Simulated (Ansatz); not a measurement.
A made-up structure of C2H2Te, singlet:

| atom | x (Å) | y (Å) | z (Å) |
| --- | --- | --- | --- |
| C1 | -0.8487 | -1.2236 | 0.4400 |
| C2 | 0.0948 | -0.3196 | 0.1031 |
| Te3 | 1.7939 | 1.0752 | -0.4258 |
| H4 | -1.6940 | -2.0122 | 0.7347 |
| H5 | 0.6540 | 2.4802 | -0.8519 |

It is relaxed with PBE-D4/def2-SVP and then PBE0-D4/def2-TZVP (Ansatz 0.2.0). Atoms count as bonded within 1.22 times the sum of their covalent radii (H–H: 0.88 Å). The end point is not checked to be a true minimum.

Question: Does its bonding change? (Judge from chemistry; the calculation decides.)

Answer: By the calculation: No: no bond forms or breaks.

Where it ends: The first stage lowers the energy by 1.27 eV in 5 steps. It ends as C₂H₂Te ([CH][C][TeH]):
C1  (-0.758, -1.093, 0.393)
C2  (0.085, -0.285, 0.092)
Te3  (1.602, 0.960, -0.380)
H4  (-1.513, -1.796, 0.656)
H5  (0.584, 2.214, -0.761)
(Å)

Labels in which every atom is bracketed show which atoms are joined, not bond orders.

For scale, one of the runs: PBE0-D4/def2-TZVP relaxation, 124 basis functions, launched by `ansatz run in.yaml --threads 2 --pin off --events-out ev --progress --plain --max-ram 4352MiB`. Hardware: 2 CPU threads of an Intel Xeon 6975P-C, shared host. Wall time about 6.5 s.
